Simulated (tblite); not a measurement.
Species: C5H12Cl2Si.
Cartesian coordinates in Å at the GFN2-xTB level; atoms count from 1:
```
atom  x, y, z in Å
C1    -3.3568    0.0296   -0.1258
C2    -2.0111    0.3482    0.5138
C3    -0.8465   -0.1602   -0.3332
C4     0.5064    0.1552    0.3024
Si5    1.9611   -0.4700   -0.7351
C6     3.5859    0.0002    0.1901
Cl7    3.6829    1.7629    0.3691
Cl8    3.6064   -0.7663    1.7903
H9    -3.4766   -1.0450   -0.2456
H10   -4.1729    0.3989    0.4905
H11   -3.4311    0.4935   -1.1069
H12   -1.9174    1.4287    0.6438
H13   -1.9621   -0.1090    1.5046
H14   -0.9431   -1.2395   -0.4668
H15   -0.8971    0.2937   -1.3248
H16    0.5424   -0.2896    1.2999
H17    0.5884    1.2356    0.4441
H18    1.9871   -1.9293   -0.8574
H19    2.0501    0.1832   -2.0431
H20    4.4990   -0.3101   -0.3128
```

Computed with GFN2-xTB (tblite): harmonic, unscaled wavenumbers at the GFN2-xTB geometry, gas phase. This tight-binding method is rough: wavenumbers can miss measured ones by several per cent, in bad cases by 10 to 20. Modes of hydrogen on silicon can be 10 to 20 % off. One conformer, not necessarily the lowest.

Harmonic wavenumbers (cm⁻¹): 30.6, 35.0, 58.8, 88.5, 116.7, 134.8, 142.1, 231.7, 234.1, 289.6, 317.1, 407.8, 458.0, 559.8, 566.5, 688.2, 720.3, 730.4, 755.0, 773.6, 790.6, 807.7, 902.3, 936.7, 1024.6, 1072.1, 1100.7, 1113.5, 1123.9, 1174.8, 1210.7, 1230.2, 1264.8, 1288.1, 1316.6, 1369.7, 1416.1, 1458.9, 1496.8, 1501.5, 1503.9, 1506.8, 2258.6, 2267.6, 2956.0, 2964.2, 2968.0, 2969.9, 2977.5, 2981.3, 2989.3, 3032.1, 3034.8, 3040.9.

A = 2005, B = 445.9, C = 423.2 MHz; mass 170.009 u (most abundant isotopes); point group Cs, symmetry number 1.

Question: Zero-point energy?

Answer: Half the sum of the wavenumbers: 34195 cm⁻¹ = 409.06 kJ/mol.

Question: Give the ideal-gas entropy at 500 K and 1 bar in the rigid-rotor, harmonic-oscillator model (classical rotation).

Answer: Translation 183.65, rotation 136.65, vibration 262.96: S = 583.3 J/(mol K).

Question: And Cp and H(500 K) − H(0)?

Answer: Cp = 256.53 J/(mol K), of which vibrations give 223.27 (their classical limit is 54 R = 449.0); H(500 K) − H(0) = 78.25 kJ/mol without the zero-point energy, 61.62 from vibrations.

Question: How do the functions run with temperature in this model?

Answer: 
```tsv
T (K)	S (J/(mol K))	Cp (J/(mol K))	H − H(0) (kJ/mol)	G − H(0) (kJ/mol)	ln q(vib)
150	372.6	116.9	12.08	-43.81	5.42
250	441.8	158.2	25.80	-84.65	8.97
298.15	471.4	179.0	33.92	-106.64	10.56
400	530.0	221.0	54.32	-157.69	13.78
600	632.7	286.2	105.43	-274.21	19.71
900	761.9	349.8	201.61	-484.06	27.81
```

q(vib) and H(0) count from the zero-point level.

Question: Blend soft modes into free rotors: weight 1/[1 + (100 cm⁻¹/ν̃)⁴] for the oscillator and the rest for a rotor with moment μB/(μ + B), μ = h/(8π²ν), B = 10⁻⁴⁴ kg m². What vibrational entropy results?

Answer: 232.61 J/(mol K) in place of 262.96, which changes −T·S at 500 K by +15.18 kJ/mol.

Question: Which modes carry the vibrational entropy at 500 K?

Answer: 30.6 cm⁻¹: 28.52; 35.0 cm⁻¹: 27.40; 58.8 cm⁻¹: 23.10; 88.5 cm⁻¹: 19.71; 116.7 cm⁻¹: 17.43; 134.8 cm⁻¹: 16.24 J/(mol K); the other 48 give 130.56 together.

Hindered rotation and anharmonicity are outside this model. Other conformers, if any are populated, would add a mixing term that is left out.
